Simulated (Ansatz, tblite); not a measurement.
Cost and result up the ladder for the cluster In₄As₄⁻ (the lowest doublet isomer of a short search) (8 atoms). Total charge -1; doublet. Geometry: PBE-D4/def2-SVP.

```xyz
8

In   -1.436   -0.131    0.326
In   -1.003    0.874   -2.974
In    1.480   -2.126    0.932
In    0.744    1.418    2.311
As   -0.216   -1.551   -1.622
As   -0.633   -1.078    2.606
As    1.327    0.392   -1.143
As   -0.263    2.203   -0.436
```

Ansatz on 4 threads of Arm Neoverse N1 on a shared host; xTB runs through tblite on one thread. Times are rough, summed over both states, and most runs start from the orbitals of an earlier one. No level here is sound enough to serve as a yardstick. The other state is a singlet.

In the def2 sets In takes a core potential; there is no spin–orbit coupling. The xTB rows come from tblite. The structure comes from a short search, and lower isomers may exist.

Raw xTB energies of ions are shifted by several eV, and xTB has no spin-polarisation term.

```tsv
level	functions	wall time	vertical IE (eV)	remarks
GFN2-xTB	72	0.067 s	5.23	–
revPBE-D4/def2-SVP	232	38 s	2.32	restricted singlet, untested (singlet)
PBE-D4/def2-SVP (with forces)	232	41 s	2.37	restricted singlet, untested (singlet)
PBE0-D4/def2-SVP	232	1.9 min	2.58	restricted singlet, untested (singlet)
```
